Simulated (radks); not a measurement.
Results of a calculation; reference values are marked as such.
Problem. Species: Cd IV. Configuration: [Ar] 3d10 4s1 4p6 4d10 (not the ground configuration). Code: a radial shooting solver on a logarithmic mesh with Libxc functionals. Model: scalar-relativistic Kohn-Sham, LDA (Slater exchange, Perdew-Wang correlation), spin-polarised, spherical densities, finite nucleus; open shells are filled with parallel spins first (spin-orbit coupling, left out, can overturn this in heavy ions); Fermi nuclear charge, rms radius 4.6087 fm. Some entries of the table are withheld. Estimate them.

orbital,occ.,eigenvalue (hartree),r(max) (bohr),<1/r> (bohr^-1)
1s up,1,-975.0828,0.01970,50.59
1s down,1,-975.0690,0.01970,50.59
2s up,1,-146.0377,0.1113,11.51
2s down,1,-146.0276,0.1113,11.51
2p up,3,-131.2813,0.08899,11.11
2p down,3,-131.2714,0.08899,11.11
3s up,1,-28.38931,0.3243,4.056
3s down,1,-28.37486,0.3243,4.057
3p up,3,-23.54652,0.3173,3.867
3p down,3,-23.53160,0.3173,3.867
3d up,5,-15.93955,(1),3.641
3d down,5,-15.92473,(2),3.642
4s up,1,-5.29047,0.7917,1.591
4s down,0,-5.24629,0.7920,1.588
4p up,3,-3.84541,(3),1.441
4p down,3,-3.80519,(4),1.437
4d up,5,-1.75336,0.9579,1.131
4d down,5,-1.72429,0.9623,1.122

Solution. 
(1) 3d up r(max) (bohr): 0.2655
(2) 3d down r(max) (bohr): 0.2654
(3) 4p up r(max) (bohr): 0.8394
(4) 4p down r(max) (bohr): 0.8403
